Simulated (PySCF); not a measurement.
C₂H₆BF₃O, neutral, multiplicity 1. Atoms are numbered in the order given.

```xyz
13

B     -0.8414    -0.0218     0.0000
F     -0.8174    -1.3869     0.0000
F     -1.2746     0.5494     1.1538
F     -1.2746     0.5494    -1.1538
C      1.5024     0.0122     1.2030
O      0.8130     0.3698     0.0000
C      1.5024     0.0122    -1.2030
H      1.6275    -1.0810     1.2538
H      0.8795     0.3622     2.0328
H      2.4793     0.5171     1.2138
H      2.4793     0.5171    -1.2138
H      1.6275    -1.0810    -1.2538
H      0.8795     0.3622    -2.0328
```

Geometry optimised at ωB97X-D3(BJ)/def2-SVP. The isomer is the one that the SMILES or the coordinates give; other isomers of the formula were not compared. The values are those of a single conformer.

Calculation: PySCF with HF/def2-TZVP.

Atomic charges (e):

```tsv
atom	IAO	Mulliken
B1	1.01	…
F2	-0.45	-0.38
F3	-0.44	-0.39
F4	-0.44	-0.39
C5	-0.13	…
O6	-0.32	…
C7	-0.13	…
H8	0.14	0.14
H9	0.17	0.17
H10	0.14	0.13
H11	0.14	0.13
H12	0.14	0.14
H13	0.17	0.17
```

What belongs in the gaps? (An estimate is asked for; the answer gives what the named calculation found.)


- B1, Mulliken: 0.79
- C5, Mulliken: -0.17
- O6, Mulliken: -0.16
- C7, Mulliken: -0.17

Computed Mayer and Wiberg (Löwdin basis) orders of the bonds:
| bond | Mayer | Wiberg |
|---|---|---|
| B1–F2 | 0.99 | 1.88 |
| B1–F3 | 1.00 | 1.90 |
| B1–F4 | 1.00 | 1.90 |
| B1–O6 | 0.58 | 0.82 |
| C5–O6 | 0.84 | 1.30 |
| O6–C7 | 0.84 | 1.30 |
| C5–H8 | 0.98 | 0.93 |
| C5–H9 | 0.98 | 0.92 |
| C5–H10 | 0.98 | 0.93 |
| C7–H11 | 0.98 | 0.93 |
| C7–H12 | 0.98 | 0.93 |
| C7–H13 | 0.98 | 0.92 |
